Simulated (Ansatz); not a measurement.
`[CH3][K]` + H₂S → `[SH][K]` + CH₄ at 298.15 K and 1 bar (ligand exchange at a K–C bond).

Isolated molecules relaxed with PBE0-D4/def2-TZVP in Ansatz; ΔE leaves out vibrations. CCSD(T)/CBS is the MP2 limit (def2-TZVPP, def2-QZVPP) plus CCSD(T) − MP2 in def2-TZVPP, frozen cores. This one scheme is used for every species. For K outer-core shells are correlated without core-valence functions, which leaves a few kJ/mol of doubt a bond. Scalar relativity is left out up to krypton.

```csv
species,CCSD(T)/CBS energy (Eh),H − E (kJ/mol),S (J/(mol·K))
`[CH3][K]`,-639.25569,96.6,256.1
H₂S,-398.97279,49.9,205.7
`[SH][K]`,-997.85519,31.7,267.9
CH₄,-40.46206,127.4,186.2
```

H − E and S are ideal-gas, rigid-rotor, harmonic terms from PBE0-D4/def2-TZVP. 1 Eh = 2625.50 kJ/mol, R = 8.31446 J/(mol·K).

Q: By hand: ΔE, ΔH, ΔS and ΔG.

A: ΔE = (-997.85519) + (-40.46206) − (-639.25569) − (-398.97279) = -0.08877 Eh = -233.1 kJ/mol. Δ(H − E) = 31.7 + 127.4 − 96.6 − 49.9 = 12.6, so ΔH = -220.5 kJ/mol. ΔS = 267.9 + 186.2 − 256.1 − 205.7 = -7.7 J/(mol·K). ΔG = -220.5 − 298.15 × (-7.7)/1000 = -218.2 kJ/mol.

Q: By hand: the equilibrium constant, and the temperature at which ΔG would vanish if ΔH and ΔS stayed fixed.

A: log₁₀ K = −ΔG/(RT ln 10) = 38.2. ΔG = 0 at ΔH/ΔS = 28636 K, far beyond where these terms or the molecules hold.

The number of gas molecules stays the same, so ΔS is small and ΔH decides. A doubt of 5 kJ/mol in ΔE shifts log₁₀ K by 0.9 here. These are equilibria of isolated gas molecules and say nothing of rates. Largest T1 diagnostic: 0.017 (customary marks: 0.02 for closed shells, 0.045 for open ones).
